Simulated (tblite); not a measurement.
Compound: C7H6N (doublet state).
Geometry (GFN2-xTB, Å), atoms numbered from 1 in this order:
```xyz
14
C7H6N angstrom
C      3.8516   -0.6943   -0.7280
C      2.6647   -0.5651   -0.5599
C      1.3319   -0.4010   -0.3712
C      0.1302   -0.3487   -0.2238
C     -1.2638   -0.0338   -0.0123
C     -1.8326   -0.7278    1.2307
C     -1.3854    1.4469    0.1031
N     -0.7889    2.4899   -0.0470
H      4.8825   -0.8126   -0.8752
H     -1.8508   -0.3260   -0.8934
H     -2.8752   -0.4513    1.3662
H     -1.2733   -0.4316    2.1156
H     -1.7623   -1.8076    1.1201
H      0.1707    2.6625   -0.3516
```

Calculated harmonic vibrations of the isolated species, GFN2-xTB (tblite), most abundant isotopes, no scaling. Against measured fundamentals such values can be off by several per cent, at times by over 20. One conformer, not necessarily the lowest. Open shells enter through the occupations alone, without spin polarisation, and single modes of such species can be off by tens of per cent.

Harmonic wavenumbers (cm⁻¹): 58.1, 78.0, 99.8, 161.6, 187.6, 197.9, 280.4, 359.0, 363.0, 374.7, 461.9, 496.9, 620.7, 629.2, 635.6, 713.0, 826.9, 906.9, 997.0, 1043.8, 1082.8, 1179.4, 1197.9, 1269.9, 1401.9, 1484.4, 1493.1, 1942.9, 2203.5, 2296.2, 2887.5, 3038.5, 3042.8, 3045.8, 3125.1, 3405.0.

A = 3898, B = 1074, C = 875.6 MHz; mass 104.050 u (most abundant isotopes); point group C1, symmetry number 1; spin multiplicity 2.

**Question.** What is the zero-point energy?

**Answer.** Half the sum of the wavenumbers: 21794 cm⁻¹ = 260.72 kJ/mol.

**Question.** Give the ideal-gas entropy at 273.15 K and 1 bar in the rigid-rotor, harmonic-oscillator model (classical rotation).

**Answer.** Translation 164.96, rotation 119.67, vibration 104.76, spin (R ln 2) 5.76: S = 395.2 J/(mol K).

**Question.** And Cp and H(273.15 K) − H(0)?

**Answer.** Cp = 139.33 J/(mol K), of which vibrations give 106.07 (their classical limit is 36 R = 299.3); H(273.15 K) − H(0) = 24.42 kJ/mol without the zero-point energy, 15.33 from vibrations.

**Question.** How do the functions run with temperature in this model?

**Answer.** 
```json
{"T (K)": "50", "S (J/(mol K))": "244.8", "Cp (J/(mol K))": "53.8", "H − H(0) (kJ/mol)": "2.04", "G − H(0) (kJ/mol)": "-10.20", "ln q(vib)": "0.40"}
{"T (K)": "100", "S (J/(mol K))": "289.6", "Cp (J/(mol K))": "77.3", "H − H(0) (kJ/mol)": "5.34", "G − H(0) (kJ/mol)": "-23.62", "ln q(vib)": "1.50"}
{"T (K)": "298.15", "S (J/(mol K))": "407.7", "Cp (J/(mol K))": "146.7", "H − H(0) (kJ/mol)": "27.99", "G − H(0) (kJ/mol)": "-93.56", "ln q(vib)": "6.46"}
{"T (K)": "373.15", "S (J/(mol K))": "442.8", "Cp (J/(mol K))": "166.7", "H − H(0) (kJ/mol)": "39.76", "G − H(0) (kJ/mol)": "-125.47", "ln q(vib)": "8.27"}
{"T (K)": "500", "S (J/(mol K))": "495.6", "Cp (J/(mol K))": "194.2", "H − H(0) (kJ/mol)": "62.73", "G − H(0) (kJ/mol)": "-185.06", "ln q(vib)": "11.17"}
{"T (K)": "750", "S (J/(mol K))": "582.1", "Cp (J/(mol K))": "232.6", "H − H(0) (kJ/mol)": "116.41", "G − H(0) (kJ/mol)": "-320.18", "ln q(vib)": "16.38"}
{"T (K)": "1000", "S (J/(mol K))": "652.8", "Cp (J/(mol K))": "258.6", "H − H(0) (kJ/mol)": "178.01", "G − H(0) (kJ/mol)": "-474.82", "ln q(vib)": "20.99"}
```

q(vib) and H(0) count from the zero-point level.

**Question.** Blend soft modes into free rotors: weight 1/[1 + (100 cm⁻¹/ν̃)⁴] for the oscillator and the rest for a rotor with moment μB/(μ + B), μ = h/(8π²ν), B = 10⁻⁴⁴ kg m². What vibrational entropy results?

**Answer.** 97.53 J/(mol K) in place of 104.76, which changes −T·S at 273.15 K by +1.97 kJ/mol.

**Question.** Which modes carry the vibrational entropy at 273.15 K?

**Answer.** 58.1 cm⁻¹: 18.19; 78.0 cm⁻¹: 15.77; 99.8 cm⁻¹: 13.76; 161.6 cm⁻¹: 9.90; 187.6 cm⁻¹: 8.74; 197.9 cm⁻¹: 8.34 J/(mol K); the other 30 give 30.06 together.

Hindered rotation and anharmonicity are outside this model. Other conformers, if any are populated, would add a mixing term that is left out. The structure is chiral; the term R ln 2 for an equal mix with its mirror image is left out.
